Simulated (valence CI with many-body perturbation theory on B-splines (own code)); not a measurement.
# Level structure of Os⁴²⁺

Computed by relativistic CI+MBPT: six valence electrons over a frozen Dirac-Fock core [Ar] 3d10, radial functions for each j: 9 s, 9 p, 8 d, 6 f, 3 g, 1 h, with the one-electron correlation potential Σ1, the two-electron term Σ2, the three-electron term Σ3, Breit, model QED; selected CI, second order for the rest, scaled by the run's own slope (own B-spline code, finite nucleus).

No measured spectrum was set against this ion. As an estimate, large intervals hold to a few tenths of a per cent, small ones and those within an open d or f shell to about a per cent. Among the levels kept, up to 650 cm⁻¹ of a level comes from second order outside the variational space, and about a tenth of that is noise between levels of different J, which matters for small intervals.

Levels 1 to 38 of 38, with energies above the lowest level, (4s^2 4p1/2^2 4p3/2^2) J=2. "Leading %" is the weight of the configuration and term that name the level; weights of strongly mixed levels are sums over their largest components and can fall short, and the name can then belong to a minority configuration. In the jj column 3d3/2^4 stands for four electrons in 3d with j = 3/2. Lifetimes count E1, E2, E3, M1 and M2 decay at the calculated energies, and are blank where another channel may lead or the interval is too uncertain; long ones can be off by a factor of two.

```
No.  Configuration  Term  J  E (cm⁻¹)  Leading %  Lifetime                       Leading jj      g
  1         4s²4p⁴    ³P  2         0         69                4s^2 4p1/2^2 4p3/2^2 (99 %)  1.343
  2         4s²4p⁴    ¹S  0     74068         62    167 ms      4s^2 4p1/2^2 4p3/2^2 (99 %)       
  3         4s²4p⁴    ³P  1    859150         99   76.1 ns        4s^2 4p1/2 4p3/2^3 (99 %)  1.497
  4         4s²4p⁴    ¹D  2    896660         68    151 ns        4s^2 4p1/2 4p3/2^3 (98 %)  1.148
  5       4s²4p³4d   ³D°  2   1294200         30   94.6 ps  4s^2 4p1/2^2 4p3/2 4d3/2 (98 %)  1.051
  6       4s²4p³4d   ³D°  1   1318800         29   49.4 ps  4s^2 4p1/2^2 4p3/2 4d3/2 (96 %)  1.139
  7       4s²4p³4d   ³P°  0   1319100         59   63.4 ns  4s^2 4p1/2^2 4p3/2 4d3/2 (98 %)       
  8       4s²4p³4d   ³F°  3   1326700         28   2.26 ns  4s^2 4p1/2^2 4p3/2 4d3/2 (95 %)  1.115
  9       4s²4p³4d   ³F°  4   1494400         48   15.1 μs  4s^2 4p1/2^2 4p3/2 4d5/2 (98 %)  1.265
 10       4s²4p³4d   ³P°  2   1500700         29   16.7 ps  4s^2 4p1/2^2 4p3/2 4d5/2 (86 %)  1.282
 11       4s²4p³4d   ³D°  3   1607800         37   1.98 ps  4s^2 4p1/2^2 4p3/2 4d5/2 (91 %)  1.186
 12       4s²4p³4d   ³D°  1   1634500         32   3.37 ps  4s^2 4p1/2^2 4p3/2 4d5/2 (92 %)  1.072
 13          4s4p⁵   ³P°  2   1746300         80   2.06 ps        4s 4p1/2^2 4p3/2^3 (80 %)  1.453
 14         4s²4p⁴    ³P  0   1785500         62   33.0 ns              4s^2 4p3/2^4 (98 %)       
 15          4s4p⁵   ¹P°  1   1839700         45   1.36 ps        4s 4p1/2^2 4p3/2^3 (80 %)  1.152
 16       4s²4p³4d   ³D°  1   2116500         46   15.4 ps  4s^2 4p1/2 4p3/2^2 4d3/2 (96 %)  0.987
 17       4s²4p³4d   ³F°  2   2117400         44    110 ps  4s^2 4p1/2 4p3/2^2 4d3/2 (97 %)  1.034
 18       4s²4p³4d   ⁵D°  0   2118700         50   67.7 ps  4s^2 4p1/2 4p3/2^2 4d3/2 (95 %)       
 19       4s²4p³4d   ³F°  3   2148600         33   50.0 ps  4s^2 4p1/2 4p3/2^2 4d3/2 (95 %)  1.091
 20       4s²4p³4d   ³G°  4   2184400         50    462 ns  4s^2 4p1/2 4p3/2^2 4d3/2 (98 %)  1.057
 21       4s²4p³4d   ³F°  2   2229500         63   9.40 ps  4s^2 4p1/2 4p3/2^2 4d3/2 (95 %)  0.828
 22       4s²4p³4d   ³D°  3   2294300         58   1.33 ps  4s^2 4p1/2 4p3/2^2 4d5/2 (62 %)  1.349
 23       4s²4p³4d   ⁵D°  4   2306900         51   98.5 ns  4s^2 4p1/2 4p3/2^2 4d5/2 (98 %)  1.297
 24       4s²4p³4d   ³P°  2   2310500         40    490 fs  4s^2 4p1/2 4p3/2^2 4d3/2 (88 %)  1.278
 25       4s²4p³4d   ³D°  3   2315800         44    825 fs  4s^2 4p1/2 4p3/2^2 4d3/2 (58 %)  1.156
 26       4s²4p³4d   ³S°  1   2315800         36    474 fs  4s^2 4p1/2 4p3/2^2 4d3/2 (82 %)  1.442
 27       4s²4p³4d   ³P°  1   2349000         34   4.07 ps  4s^2 4p1/2 4p3/2^2 4d5/2 (79 %)  1.060
 28       4s²4p³4d   ¹S°  0   2349500         44   55.5 ps  4s^2 4p1/2 4p3/2^2 4d5/2 (85 %)       
 29       4s²4p³4d   ³F°  4   2354700         69    422 ns  4s^2 4p1/2 4p3/2^2 4d5/2 (98 %)  1.179
 30       4s²4p³4d   ³G°  5   2368700         99    438 ns  4s^2 4p1/2 4p3/2^2 4d5/2 (99 %)  1.195
 31       4s²4p³4d   ³D°  1   2383400         40    501 fs  4s^2 4p1/2 4p3/2^2 4d3/2 (85 %)  0.918
 32       4s²4p³4d   ³D°  2   2433800         45    107 ps  4s^2 4p1/2 4p3/2^2 4d5/2 (98 %)  1.276
 33       4s²4p³4d   ¹F°  3   2461800         35    663 ps  4s^2 4p1/2 4p3/2^2 4d5/2 (98 %)  1.124
 34       4s²4p³4d   ³D°  2   2492700         43   1.72 ps  4s^2 4p1/2 4p3/2^2 4d5/2 (92 %)  1.078
 35       4s²4p³4d   ¹P°  1   2505600         28   1.22 ps  4s^2 4p1/2 4p3/2^2 4d5/2 (86 %)  1.232
 36       4s²4p³4d   ¹F°  3   2531600         46   1.40 ps  4s^2 4p1/2 4p3/2^2 4d5/2 (89 %)  1.073
 37       4s²4p³4d   ³P°  2   2552700         39    883 fs  4s^2 4p1/2 4p3/2^2 4d5/2 (91 %)  1.229
 38      4s²4p²4d²    ³F  2   2610400         38   34.5 ps      4s^2 4p1/2^2 4d3/2^2 (96 %)  0.756
```

The ionisation energy to 4s²4p³ ²P°3/2 of the next ion comes out as 2114.1 eV (NIST: 2112 ± 4 eV (theoretical)). All 38 levels together are meant to be complete up to 2632900 cm⁻¹.
